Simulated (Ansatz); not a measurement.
Basis-set extrapolation for CH$_{7}$ClSi$_{3}$ (`C[Si@@H]1[SiH2][Si@@H]1Cl`) (PBE0-D4/def2-TZVP geometry, frozen core, the Gaussian-basis code of Ansatz). Multiplicity 1, RHF reference.

```json
{"": "HF", "def2-TZVPP": "-1368.311958", "def2-QZVPP": "-1368.352588"}
{"": "MP2 correlation", "def2-TZVPP": "-0.725693", "def2-QZVPP": "-0.784105"}
{"": "CCSD(T) correlation", "def2-TZVPP": "-0.835471", "def2-QZVPP": "not run"}
```

Energies in hartree. Use E(X) = E(∞) + A·exp(−7.88·√X) for Hartree–Fock and E(X) = E(∞) + B·X^(−2.97) for correlation, with X = 3 and 4, and add CCSD(T) minus MP2 of the smaller set to the MP2 limit.

**Question.** What is the CCSD(T) energy at the basis-set limit?

**Answer.** HF limit: -1368.352588 + (-0.040630) × 0.13774 = -1368.35818. MP2 limit: -0.784105 + (-0.058412) × 0.74074 = -0.82737. Higher-order term: -0.835471 − (-0.725693) = -0.10978. Total: -1369.29533 hartree, 388.3 kJ/mol below CCSD(T)/def2-TZVPP.
